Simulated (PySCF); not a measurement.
# Tc (technetium, neutral) across methods

[Kr] 4d5 5s1 5p1, high-spin 8P determinant (an excited configuration). Computed with PySCF 2.14 in dyall-av2z (22s15p11d2f, 136 functions), with no relativity, point nucleus.

```json
{"method": "revPBE", "E (hartree)": "-4206.53", "mean ε 4d α (eV)": "-9.464", "mean ε 5s α (eV)": "-6.124", "mean ε 5p α (eV)": "-2.444", "Σ⟨r²⟩ (bohr²)": "67.10", "⟨S²⟩": "15.750"}
{"method": "PBE0", "E (hartree)": "-4206.47", "mean ε 4d α (eV)": "-11.198", "mean ε 5s α (eV)": "-6.987", "mean ε 5p α (eV)": "-3.132", "Σ⟨r²⟩ (bohr²)": "66.64", "⟨S²⟩": "15.750"}
{"method": "UHF", "E (hartree)": "-4204.76063", "mean ε 4d α (eV)": "-15.753", "mean ε 5s α (eV)": "-9.044", "mean ε 5p α (eV)": "-4.923", "Σ⟨r²⟩ (bohr²)": "67.47", "⟨S²⟩": "15.751"}
{"method": "r2SCAN", "E (hartree)": "-4206.81", "mean ε 4d α (eV)": "-9.933", "mean ε 5s α (eV)": "-6.441", "mean ε 5p α (eV)": "-2.586", "Σ⟨r²⟩ (bohr²)": "66.23", "⟨S²⟩": "15.751"}
{"method": "PBEsol", "E (hartree)": "-4204.19", "mean ε 4d α (eV)": "-9.471", "mean ε 5s α (eV)": "-6.230", "mean ε 5p α (eV)": "-2.460", "Σ⟨r²⟩ (bohr²)": "66.62", "⟨S²⟩": "15.750"}
{"method": "PBE", "E (hartree)": "-4206.33", "mean ε 4d α (eV)": "-9.495", "mean ε 5s α (eV)": "-6.179", "mean ε 5p α (eV)": "-2.465", "Σ⟨r²⟩ (bohr²)": "67.11", "⟨S²⟩": "15.750"}
{"method": "LDA", "E (hartree)": "-4202.24", "mean ε 4d α (eV)": "-9.554", "mean ε 5s α (eV)": "-6.396", "mean ε 5p α (eV)": "-2.547", "Σ⟨r²⟩ (bohr²)": "66.62", "⟨S²⟩": "15.750"}
{"method": "BP86", "E (hartree)": "-4207.20", "mean ε 4d α (eV)": "-9.549", "mean ε 5s α (eV)": "-6.329", "mean ε 5p α (eV)": "-2.573", "Σ⟨r²⟩ (bohr²)": "66.77", "⟨S²⟩": "15.750"}
```

A non-relativistic calculation at this Z misses sizeable relativistic shifts.
